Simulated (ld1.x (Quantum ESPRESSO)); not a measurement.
**What the settings do to the TM potential of Zr (Z = 40)**

Base potential:

zirconium, norm-conserving Troullier–Martins (Kleinman–Bylander form), made with ld1.x (Quantum ESPRESSO) 7.5 (BLYP, fully relativistic). Core [Kr], reference 4d2 5s2 5p0. Waves: 5s (bound): rc 2.75 bohr; 5p (bound, empty): rc 3.35 bohr; 4d (bound): rc 2.85 bohr. Local part: all-electron potential smoothed inside 2.85 bohr (lloc = -1). Core correction: a·sin(br)/r model core inside 2.85 bohr.

Open shells are filled in proportion to 2j + 1 (rel_dist='average').

All-electron outer shells of the reference configuration (BLYP, scalar-relativistic, ld1.x):

```csv
shell,level (eV),outermost node (bohr),outermost maximum (bohr)
4s,-54.29,0.55,1.08
4p,-32.23,0.56,1.17
5s,-4.30,1.47,3.11
4d,-3.43,0.58,1.61
5p,-1.34,1.70,4.20
```

Cutoffs, loose and tight: the cutoffs (Ry, on a coarse ladder) from which the occupation-weighted sum of valence levels, in a spherical-Bessel basis at the reference potential, stays within 10 and 1 mRy of its value at 400 Ry. They do not see the model core or the augmentation charge, which bear on the density cutoff. Test errors are all-electron minus pseudo excitation energies from the reference, over the configurations 4d2 5s1 5p0; 4d2 5s0 5p0; 4d1 5s0 5p0; 4d2 5s1.5 5p0; 4d2 5s0 5p2; 4d2 5s1 5p1; 4d2 5s0 5p1. A dash means not determined; rows that change the core or the reference have their own tests. The largest error is taken over the tests solved by every variant that gives reliable tests at all: 4d1 5s0 5p0; 4d2 5s0 5p0; 4d2 5s0 5p1; 4d2 5s0 5p2; 4d2 5s1 5p0; 4d2 5s1.5 5p0.

A true bound ghost makes a file unfit for plane-wave use even where its test errors are small: the radial tests pick states by their node count and pass the ghost by. Where a test does run into it, the solver fails or the error is huge.

```tsv
change	outcome	cutoff, loose	cutoff, tight	bound ghosts	largest test error (meV)
base	generated	21 Ry	25 Ry	none	+147
wave 5s (bound): rc 2.75 bohr becomes 5s (bound): rc 1.78 bohr	generated	90 Ry	180 Ry	s	+268
wave 5s (bound): rc 2.75 bohr becomes 5s (bound): rc 2.02 bohr	generated	40 Ry	70 Ry	s	+244
wave 5s (bound): rc 2.75 bohr becomes 5s (bound): rc 2.50 bohr	generated	21 Ry	30 Ry	s	+116
wave 5s (bound): rc 2.75 bohr becomes 5s (bound): rc 2.88 bohr	generated	21 Ry	25 Ry	none	+156
wave 5s (bound): rc 2.75 bohr becomes 5s (bound): rc 3.08 bohr	generated	21 Ry	25 Ry	none	+157
wave 5s (bound): rc 2.75 bohr becomes 5s (bound): rc 3.32 bohr	generated	21 Ry	25 Ry	none	+142
wave 5s (bound): rc 2.75 bohr becomes 5s (bound): rc 3.64 bohr	generated	21 Ry	25 Ry	s	+104
wave 5s (bound): rc 2.75 bohr becomes 5s (bound): rc 3.90 bohr	generated	21 Ry	25 Ry	s	+39
```

(1) What comes out with this change to the base: wave 5s (bound): rc 2.75 bohr becomes 5s (bound): rc 2.30 bohr?

(2) What comes out with this change to the base: wave 5s (bound): rc 2.75 bohr becomes 5s (bound): rc 4.14 bohr?

## Answers

(1) outcome: generated; cutoff, loose: 21 Ry; cutoff, tight: 30 Ry; bound ghosts: s; largest test error (meV): +94.

(2) outcome: generated; cutoff, loose: 21 Ry; cutoff, tight: 25 Ry; bound ghosts: none; largest test error (meV): -25.

Reading the sweep of the s radius (base included, trends over the rows without a ghost): The loose cutoff stays near 21 Ry. The median size of the test errors (rows with all tests solved) is not monotonic: lowest 11.6 meV at 4.14 bohr, highest 20.9 meV at 3.08 bohr. Bound ghosts are found at 1.78, 2.02, 2.3, 2.5, 3.64, 3.9 bohr.
